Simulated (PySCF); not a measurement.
First SCF of a structure search on sextet Ru(OH)₃, at a hand-made T-shaped (heavy-atom frame) geometry. PySCF input:

```python
from pyscf import gto, scf, dft
mol = gto.M(atom='''
Ru     0.000000     0.000000     0.000000
O      0.000000     0.000000     1.880000
O      1.878900     0.000000     0.065600
O     -1.878900     0.000000     0.065600
H     -0.735400     0.000000     2.497100
H      2.495600    -0.735400     0.087100
H     -2.495600     0.735400     0.087100''',
    basis={'Ru': 'def2-TZVP', 'O': 'def2-TZVP', 'H': 'def2-TZVP'},
    ecp={'Ru': 'def2-TZVP'},
    charge=0, spin=5)
mf = dft.UKS(mol, xc='PBE0')
mf.grids.atom_grid = (50, 194)
aux = {'Ru': 'def2-universal-JKFIT', 'O': 'def2-universal-JKFIT', 'H': 'def2-universal-JKFIT'}
mf = mf.density_fit(auxbasis=aux)
mf.conv_tol = 1e-08
mf.diis_space = 10
mf.max_cycle = 60
mf.init_guess = 'minao'
mf.verbose = 4
mf.kernel()
```

Excerpt of the output (cycles alone):

```
init E= -314.279249939536
cycle= 1 E= -321.75064705487  delta_E= -7.47  |g|= 0.964  |ddm|= 3.44
cycle= 2 E= -321.20456106954  delta_E= 0.546  |g|= 1.54  |ddm|= 2.21
cycle= 3 E= -322.143734888758  delta_E= -0.939  |g|= 0.178  |ddm|=  1.7
cycle= 4 E= -322.135136208679  delta_E= 0.0086  |g|= 0.248  |ddm|= 0.23
cycle= 5 E= -322.158156613995  delta_E= -0.023  |g|= 0.0302  |ddm|= 0.156
cycle= 6 E= -322.158376083678  delta_E= -0.000219  |g|= 0.0212  |ddm|= 0.0336
cycle= 7 E= -322.158541916455  delta_E= -0.000166  |g|= 0.00767  |ddm|= 0.0153
cycle= 8 E= -322.158567003953  delta_E= -2.51e-05  |g|= 0.00238  |ddm|= 0.0084
cycle= 9 E= -322.158569302767  delta_E= -2.3e-06  |g|= 0.00179  |ddm|= 0.0031
cycle= 10 E= -322.158570891694  delta_E= -1.59e-06  |g|= 0.000415  |ddm|= 0.00148
cycle= 11 E= -322.158571056558  delta_E= -1.65e-07  |g|= 0.000199  |ddm|= 0.000693
cycle= 12 E= -322.158571087236  delta_E= -3.07e-08  |g|= 7.94e-05  |ddm|= 0.000259
cycle= 13 E= -322.158571094711  delta_E= -7.48e-09  |g|= 1.62e-05  |ddm|= 0.000162
Extra cycle  E= -322.158571095084  delta_E= -3.72e-10  |g|= 1.84e-05  |ddm|= 3.11e-05
converged SCF energy = -322.158571095084  <S^2> = 8.7613037  2S+1 = 6.0037667
```

No lower solution of this spin was found from smeared starts or by a stability analysis within the unrestricted form.

With open d or f shells other occupations or spin states may lie lower.

The search for the lowest solution, 3 starts and the stability check together, took 33 s on 4 threads of a shared Arm Neoverse V1 host, with 151 basis functions; the process peaked at 0.93 GiB. Launch command: `OMP_NUM_THREADS=4 python axn.py task.json out`.
